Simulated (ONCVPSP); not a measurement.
## Zr: one change to an ONCV potential, before and after

zirconium, optimised norm-conserving Vanderbilt (ONCV), made with ONCVPSP 4.0.1 (PBE, scalar-relativistic). Core [Kr], reference 4d2 5s1.75 5p0.25. Waves: 5s: rc 3.30 bohr, ncon 5, nbas 10, qcut 1.9 1/bohr, 3 projectors, debl 1 Ha; 5p: rc 3.75 bohr, ncon 5, nbas 9, qcut 2.6 1/bohr, 2 projectors, debl 1.2 Ha; 4d: rc 2.65 bohr, ncon 4, nbas 8, qcut 6.4 1/bohr, 2 projectors, debl 1.4 Ha. Local part: polynomial inside 2.30 bohr (lpopt 5, dvloc0 0 Ha). Core correction: Teter function, fcfact 4.5, rcfact 1.6.

Change: d: rc 3.36.

Cutoffs: the cutoffs (Ha) at which the residual kinetic energy of the hardest occupied pseudo-wave falls to 1 and 0.1 mHa per electron; they do not see the model core or the augmentation charge, which bear on the density cutoff. Errors are all-electron minus pseudo energies relative to the spin-unpolarised reference configuration.

Task: What does the change do?

Result: The potential gets softer (12 Ha and 19 Ha → 9.6 Ha and 19 Ha); of the 4 tests that both files solve, the error grows in 0 and shrinks in 1 by more than 15 % and 0.3 meV (median size 36.8 → 33.9 meV); neither file shows a bound ghost. A larger radius leaves more room for a smooth pseudo-wave, so fewer plane waves are needed.

```tsv
quantity	base	changed
cutoff, loose	12 Ha	9.6 Ha
cutoff, tight	19 Ha	19 Ha
loose cutoff by channel	s 2.6 Ha, p 1.5 Ha, d 12 Ha	s 2.6 Ha, p 1.5 Ha, d 9.6 Ha
bound ghosts	none	none
GHOST(+) flags under 300 eV	p at 43.2 eV, s at 55.5 eV	p at 43.2 eV, s at 55.5 eV
error for 4d2 5s2 5p0, meV [ΔE -0.75 eV]	-0.9	-0.9
error for 4d2 5s1 5p0, meV [ΔE 6.39 eV]	-59	-58
error for 4d2 5s0 5p0, meV [ΔE 19.33 eV]	-332	-332
error for 4d2.5 5s1.5 5p0, meV [ΔE -0.23 eV]	-15	-9.5
s: phases at 3.34 bohr within 0.05 rad from the reference energy up to (Ha; the scan ends near 5)	2.0	2.0
p: phases at 3.81 bohr within 0.05 rad from the reference energy up to (Ha; the scan ends near 5)	n/a	n/a
rms error of d²Exc/dni dnj with the model core, mHa	3.26	3.10
```

Changed file: The cutoffs count occupied waves only; projector 3 of the s channel, the hardest unoccupied one, needs 27 Ha at the loose tolerance.
